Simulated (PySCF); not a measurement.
Zn(H)(GeH3) (GeH4Zn), SMILES [ZnH][GeH3].

Geometry: B3LYP-D3(BJ)/def2-TZVP.

Computed with PySCF 2.14.0 with B3LYP-D3(BJ)/def2-TZVP.

Frequencies are harmonic and unscaled.

Modes within 1.5 cm⁻¹ of each other (mostly degenerate sets) share a row, with their intensities summed.

| mode | ν (cm⁻¹) | IR (km/mol) | Raman (Å⁴/amu) | depolarisation | moving atoms (share of kinetic energy) |
|---|---|---|---|---|---|
| 1 | 246 | 1.2 | 17.7 | 0.19 | Zn 52 %, Ge 45 % |
| 2–3 | 331 | 93.7 | 3.4 | 0.75 | H 99 % |
| 4–5 | 467 | 33.6 | 5.2 | 0.75 | H 92 % |
| 6 | 797 | 247.6 | 1.2 | 0.75 | H 97 % |
| 7–8 | 889 | 75.2 | 36.4 | 0.75 | H 99 % |
| 9 | 1840 | 322.7 | 445.1 | 0.26 | H 98 % |
| 10 | 2092 | 84.7 | 354.5 | 0.00 | H 99 % |
| 11–12 | 2098 | 270.9 | 313.8 | 0.75 | H 98 % |
